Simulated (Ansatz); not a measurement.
`C#[C][Zr]([F])([F])[F]` + HI → `[F][Zr]([F])([F])[I]` + acetylene at 700 K and 1 bar (ligand exchange at a Zr–C bond).

Computed with Ansatz on PBE0-D4/def2-TZVP structures; ΔE is electronic, products minus reactants. CBS: MP2 limit from def2 TZ/QZ plus the TZ coupled-cluster correction, frozen cores. This one scheme is used for every species. def2 core potentials past Kr. For I, Zr outer-core shells are correlated without core-valence functions, which leaves a few kJ/mol of doubt a bond.

```json
{"species": "`C#[C][Zr]([F])([F])[F]`", "CCSD(T)/CBS energy (Eh)": "-423.26659", "H − E (kJ/mol)": "138.3", "S (J/(mol·K))": "477.1"}
{"species": "HI", "CCSD(T)/CBS energy (Eh)": "-298.03592", "H − E (kJ/mol)": "34.6", "S (J/(mol·K))": "231.7"}
{"species": "`[F][Zr]([F])([F])[I]`", "CCSD(T)/CBS energy (Eh)": "-644.12135", "H − E (kJ/mol)": "78.8", "S (J/(mol·K))": "449.2"}
{"species": "`C#C`", "CCSD(T)/CBS energy (Eh)": "-77.22717", "H − E (kJ/mol)": "102.1", "S (J/(mol·K))": "244.4"}
```

H − E and S are ideal-gas, rigid-rotor, harmonic terms from PBE0-D4/def2-TZVP. 1 Eh = 2625.50 kJ/mol, R = 8.31446 J/(mol·K).

Problem. By hand: ΔE, ΔH, ΔS and ΔG.

Solution. ΔE = (-644.12135) + (-77.22717) − (-423.26659) − (-298.03592) = -0.04601 Eh = -120.8 kJ/mol. Δ(H − E) = 78.8 + 102.1 − 138.3 − 34.6 = 8.0, so ΔH = -112.8 kJ/mol. ΔS = 449.2 + 244.4 − 477.1 − 231.7 = -15.2 J/(mol·K). ΔG = -112.8 − 700 × (-15.2)/1000 = -102.2 kJ/mol.

Problem. By hand: the equilibrium constant, and the temperature at which ΔG would vanish if ΔH and ΔS stayed fixed.

Solution. log₁₀ K = −ΔG/(RT ln 10) = 7.6. ΔG = 0 at ΔH/ΔS = 7421 K, far beyond where these terms or the molecules hold.

ΔH outweighs TΔS. A doubt of 5 kJ/mol in ΔE shifts log₁₀ K by 0.4 here. These are equilibria of isolated gas molecules and say nothing of rates. Largest T1 diagnostic: 0.017 (customary marks: 0.02 for closed shells, 0.045 for open ones).
